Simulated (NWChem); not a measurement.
Program: NWChem. System: H3ClSi, charge 0, spin multiplicity 1, at a geometry optimised with PBE/def2-SVP. The structure started from a generated list of species. Level: M06-2X/def2-TZVP.

NWChem printed:

```
             Northwest Computational Chemistry Package (NWChem) 7.3.0
             --------------------------------------------------------

                                NWChem Input Module
                                -------------------

 Scaling coordinates for geometry "geometry" by  1.889725989
 (inverse scale =  0.529177249)

 Turning off AUTOSYM since
 SYMMETRY directive was detected!

                             Geometry "geometry" -> ""
                             -------------------------

 Output coordinates in angstroms (scale by  1.889725989 to convert to a.u.)

  No.       Tag          Charge          X              Y              Z
 ---- ---------------- ---------- -------------- -------------- --------------
    1 Si                  14.0000     0.99679100     0.02791900     0.00000000
    2 Cl                  17.0000    -1.08323900    -0.03034100     0.00000000
    3 H                    1.0000     1.46681700     0.75066600     1.22853900
    4 H                    1.0000     1.46681700     0.75066600    -1.22853900
    5 H                    1.0000     1.52635400    -1.37639800     0.00000000

 Effective nuclear repulsion energy (a.u.)      85.1711654497

            Nuclear Dipole moment (a.u.)
            ----------------------------
        X                 Y               Z
 ---------------- ---------------- ----------------
    -0.0000018897     0.0000056692     0.0000000000

      Symmetry information
      --------------------

 Group name             Cs
 Group number              2
 Group order               2
 No. of unique centers     4

      Symmetry unique atoms

     1    2    3    5


 Summary of "ao basis" -> "" (spherical)
 ------------------------------------------------------------------------------
       Tag                 Description            Shells   Functions and Types
 ---------------- ------------------------------  ------  ---------------------
 *                         def2-tzvp                  on all atoms

                                 NWChem DFT Module
                                 -----------------

 Summary of "ao basis" -> "ao basis" (spherical)
 ------------------------------------------------------------------------------
       Tag                 Description            Shells   Functions and Types
 ---------------- ------------------------------  ------  ---------------------
 Si                        def2-tzvp                13       37   5s5p2d1f
[...]
 Vector   16  Occ=2.000000D+00  E=-3.781432D-01  Symmetry=a'
              MO Center= -2.0D-01, -1.9D-01,  1.3D-09, r^2= 3.0D+00
   Bfn.  Coefficient  Atom+Function         Bfn.  Coefficient  Atom+Function
  ----- ------------  ---------------      ----- ------------  ---------------
    53      0.442535  2 Cl py                56      0.305682  2 Cl py
    50      0.219688  2 Cl py                44     -0.169257  2 Cl py
    88      0.164293  5 H  s                 16     -0.158988  1 Si py
    89      0.126143  5 H  s                 87      0.104089  5 H  s
    47     -0.084002  2 Cl py                76     -0.082148  3 H  s

 Vector   17  Occ=2.000000D+00  E=-3.781417D-01  Symmetry=a"
              MO Center= -2.1D-01,  1.8D-01, -1.3D-09, r^2= 3.0D+00
   Bfn.  Coefficient  Atom+Function         Bfn.  Coefficient  Atom+Function
  ----- ------------  ---------------      ----- ------------  ---------------
    54      0.442697  2 Cl pz                57      0.305800  2 Cl pz
    51      0.219771  2 Cl pz                45     -0.169320  2 Cl pz
    17     -0.159060  1 Si pz                76     -0.142292  3 H  s
    82      0.142292  4 H  s                 77     -0.109247  3 H  s
    83      0.109247  4 H  s                 75     -0.090146  3 H  s

 Vector   18  Occ=0.000000D+00  E= 2.446005D-02  Symmetry=a'
              MO Center=  9.9D-01,  2.8D-02,  1.7D-14, r^2= 4.7D+00
   Bfn.  Coefficient  Atom+Function         Bfn.  Coefficient  Atom+Function
  ----- ------------  ---------------      ----- ------------  ---------------
    18      1.036461  1 Si px                42      0.640989  2 Cl s
    55      0.400623  2 Cl px                15      0.277809  1 Si px
     4     -0.219922  1 Si s                 52      0.191303  2 Cl px
    41      0.142803  2 Cl s                 77     -0.136739  3 H  s
    83     -0.136739  4 H  s                 89     -0.136745  5 H  s

 Vector   19  Occ=0.000000D+00  E= 7.109578D-02  Symmetry=a"
              MO Center=  9.1D-01, -4.0D-01, -1.5D-14, r^2= 4.4D+00
   Bfn.  Coefficient  Atom+Function         Bfn.  Coefficient  Atom+Function
  ----- ------------  ---------------      ----- ------------  ---------------
    20      1.636615  1 Si pz                77     -1.193803  3 H  s
    83      1.193803  4 H  s                 57     -0.346297  2 Cl pz
    17      0.212568  1 Si pz                27     -0.165865  1 Si d -1
    22     -0.117979  1 Si d -1              14      0.089556  1 Si pz
    54     -0.078293  2 Cl pz                 8     -0.076212  1 Si pz

 Vector   20  Occ=0.000000D+00  E= 7.109925D-02  Symmetry=a'
              MO Center=  8.9D-01,  4.5D-01,  9.6D-16, r^2= 4.4D+00
   Bfn.  Coefficient  Atom+Function         Bfn.  Coefficient  Atom+Function
  ----- ------------  ---------------      ----- ------------  ---------------
    19      1.636038  1 Si py                89      1.378522  5 H  s
    77     -0.689292  3 H  s                 83     -0.689292  4 H  s
    56     -0.346161  2 Cl py                16      0.212468  1 Si py
    28     -0.142812  1 Si d  0              23     -0.100786  1 Si d  0
    13      0.089524  1 Si py                87      0.082237  5 H  s

 center of mass
 --------------
 x =  -0.15748131 y =  -0.00441114 z =   0.00000000

 moments of inertia (a.u.)
 ------------------
          21.929868081741          -7.203392345849           0.000000000000
          -7.203392345849         278.897272660573           0.000000000000
           0.000000000000           0.000000000000         279.099094066808

     Multipole analysis of the density
     ---------------------------------

     L   x y z        total         alpha         beta         nuclear
     -   - - -        -----         -----         ----         -------
     0   0 0 0     -0.000000    -17.000000    -17.000000     34.000000

     1   1 0 0      0.563389      0.281695      0.281695     -0.000002
     1   0 1 0      0.015775      0.007885      0.007885      0.000006
     1   0 0 1      0.000000      0.000000      0.000000      0.000000

     2   2 0 0    -20.159784    -82.377995    -82.377995    144.596206
     2   1 1 0      0.016334     -1.866020     -1.866020      3.748374
     2   1 0 1     -0.000000     -0.000000     -0.000000      0.000000
     2   0 2 0    -20.743846    -15.814283    -15.814283     10.884721
     2   0 1 1     -0.000000     -0.000000     -0.000000      0.000000
     2   0 0 2    -20.744344    -15.762008    -15.762008     10.779672

 Task  times  cpu:        3.7s     wall:        3.7s

 Total times  cpu:        3.7s     wall:        3.7s
```

### Question
Write an NWChem input that would produce this output.

### Answer
Several could match; the one computed here: 
```
start mol
memory heap 200 mb stack 900 mb global 1100 mb
geometry units angstroms nocenter noautoz
  Si     0.996791     0.027919     0.000000
  Cl    -1.083239    -0.030341     0.000000
  H      1.466817     0.750666     1.228539
  H      1.466817     0.750666    -1.228539
  H      1.526354    -1.376398     0.000000
  symmetry group Cs
end
basis spherical
  * library def2-tzvp
end
dft
  xc m06-2x
  semidirect memsize 60000000 filesize 0
  iterations 100
  grid fine
end
task dft energy
```
